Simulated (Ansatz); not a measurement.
Geometry optimisation, RKS r2SCAN-D4/def2-SVP (Ansatz).

Input:

```yaml
crystal:
  periodic: [false, false, false]
  atoms:
    - { symbol: B, position_ang: [-0.069763, 0.473479, -0.514647] }
    - { symbol: "N", position_ang: [-0.093113, -0.041892, 2.192243] }
    - { symbol: H, position_ang: [-0.502451, -0.11221, 3.125878] }
    - { symbol: H, position_ang: [0.900871, -0.246507, 2.312233] }
    - { symbol: "N", position_ang: [1.274595, 0.134915, -0.736618] }
    - { symbol: H, position_ang: [1.567192, -0.794287, -1.00351] }
    - { symbol: H, position_ang: [2.031547, 0.787478, -0.568091] }
    - { symbol: H, position_ang: [-0.955756, -0.300232, -0.804721] }
    - { symbol: O, position_ang: [-0.340672, 1.779212, -0.099807] }
    - { symbol: H, position_ang: [-1.288022, 1.953571, -0.099455] }
    - { symbol: H, position_ang: [-0.119628, 0.966172, 1.944294] }
basis:
  gaussian: { orbitals: def2-SVP }
hamiltonian:
  xc: r2scan
  dispersion: d4
relax:
  f_tol: 0.03
  max_steps: 50
```

Run as:

```bash
$ ansatz run input.yaml --threads 2 --pin off --max-ram 3072MiB --backend cpu --events-out ev --progress --plain --runs-dir out
```

Q: Where does it end, and by what steps?

A: It converged. After 13 steps the energy has fallen by 0.057 eV; H4 moved furthest, 0.57 Å.

```tsv
step	energy less start (eV)	largest force component (eV/Å)	accepted
0	0.0000	0.657	yes
1	-0.0336	0.323	yes
2	-0.0304	0.682	no
3	-0.0424	0.170	yes
4	-0.0436	0.395	yes
5	-0.0474	0.155	yes
6	-0.0509	0.078	yes
7	-0.0528	0.110	yes
8	-0.0537	0.159	yes
9	-0.0544	0.157	yes
10	-0.0553	0.126	yes
11	-0.0561	0.084	yes
12	-0.0565	0.052	yes
13	-0.0568	0.024	yes
```

```xyz
11
Properties=species:S:1:pos:R:3
B -0.057 0.478 -0.636
N -0.242 0.085 2.361
H -0.094 -0.245 3.317
H 0.586 -0.204 1.836
N 1.300 0.102 -0.668
H 1.612 -0.798 -1.003
H 2.047 0.753 -0.457
H -0.907 -0.316 -0.975
O -0.364 1.757 -0.243
H -1.316 1.887 -0.187
H -0.161 1.103 2.403
```

The run took 37 s on 2 threads of Arm Neoverse V1 (shared host), peak memory 0.14 GiB.
